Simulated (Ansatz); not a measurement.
Basis-set series for C3H5BO, SMILES `OC1BC=C1`. Total charge 0; spin multiplicity 1. The structure was optimised at the PBE0-D4/def2-TZVP level. It is one conformer, not always the lowest.

| functional | basis | functions | energy (Eh) | HOMO (eV) | LUMO (eV) |
| --- | --- | --- | --- | --- | --- |
| PBE0-D4 | def2-SVP | 95 | -216.91773 | -7.23 | -0.30 |
| PBE0-D4 | def2-TZVPP | 225 | -217.16217 | -7.38 | -0.48 |
| ωB97M-V | def2-SVP | 95 | -217.07403 | -9.50 | 1.94 |
| ωB97M-V | def2-TZVPP | 225 | -217.32839 | -9.66 | 1.59 |

Problem. Give the rows for def2-QZVPP. (Best estimate.)

Solution. Ansatz gave: 
| functional | basis | functions | energy (Eh) | HOMO (eV) | LUMO (eV) |
| --- | --- | --- | --- | --- | --- |
| PBE0-D4 | def2-QZVPP | 435 | -217.17455 | -7.42 | -0.54 |
| ωB97M-V | def2-QZVPP | 435 | -217.34003 | -9.69 | 1.39 |

Positive LUMOs are unbound and depend on the basis.
